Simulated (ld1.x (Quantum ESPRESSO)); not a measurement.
What one change does to a pseudopotential (bromine, TM)

```
Element                 : bromine
Generator               : ld1.x (Quantum ESPRESSO) 7.5
Type                    : norm-conserving Troullier–Martins (Kleinman–Bylander form)
Functional              : PBEsol
Relativity              : scalar-relativistic
Frozen core             : [Ar]
Valence charge          : 17
Reference configuration : 3d10 4s2 4p5
Partial waves           : 4s (bound): rc 1.50 bohr; 4p (bound): rc 1.40 bohr; 3d (bound): rc 0.60 bohr; 4f channel at -0.15 Ry: rc 1.40 bohr
Local potential         : all-electron potential smoothed inside 0.65 bohr (lloc = -1)
Core correction         : none
```

Change: all radii scaled by about 1.31 (s 1.96, p 1.84, d 0.78, f 1.84 bohr); local potential all-electron potential smoothed inside 0.86 bohr (lloc = -1).

Cutoffs: the cutoffs (Ry, on a coarse ladder) from which the occupation-weighted sum of valence levels, in a spherical-Bessel basis at the reference potential, stays within 10 and 1 mRy of its value at 400 Ry; they do not see the model core or the augmentation charge, which bear on the density cutoff. Errors are all-electron minus pseudo energies relative to the spin-unpolarised reference configuration.

Problem. What does the change do?

Solution. The bound ghosts move from p, s to s; the number of tests that count goes from 6 to 7; of the 6 tests that both files solve, the error grows in 6 and shrinks in 0 by more than 15 % and 0.3 meV (median size 1.8 → 10.8 meV). More of the atom is replaced by a form fitted at one configuration, so other configurations suffer.

| quantity | base | changed |
| --- | --- | --- |
| cutoffs, loose and tight | not determined | over 300 Ry, over 300 Ry |
| bound ghosts | s, p | s |
| tests counted (converged, no solver errors) | 6 of 7 | 7 of 7 |
| error for 3d10 4s2 4p4, meV [ΔE 12.55 eV] | -2.0 | +6.4 |
| error for 3d10 4s2 4p3, meV [ΔE 35.32 eV] | -3.6 | +39 |
| error for 3d10 4s2 4p2, meV [ΔE 69.33 eV] | +1.0 | +103 |
| error for 3d10 4s1 4p5, meV [ΔE 25.56 eV] | -2.8 | +12 |
| error for 3d10 4s1 4p6, meV [ΔE 12.38 eV] | -1.5 | -9.7 |
| error for 3d10 4s2 4p5.3, meV [ΔE -1.96 eV] | +0.3 | +0.8 |

Base: Tests not counted: 3d9 4s2 4p6 (solver errors, printed error -2905 eV). ld1.x printed “convergence not achieved” for 6 of the counted tests; their residual had stalled under 1e-8, short of the target of 1e-14. Changed file: ld1.x printed “convergence not achieved” for 7 of the counted tests; their residual had stalled under 1e-8, short of the target of 1e-14. A true bound ghost makes a file unfit for plane-wave use even where its test errors are small: the radial tests pick states by their node count and pass the ghost by. Where a test does run into it, the solver fails or the error is huge.
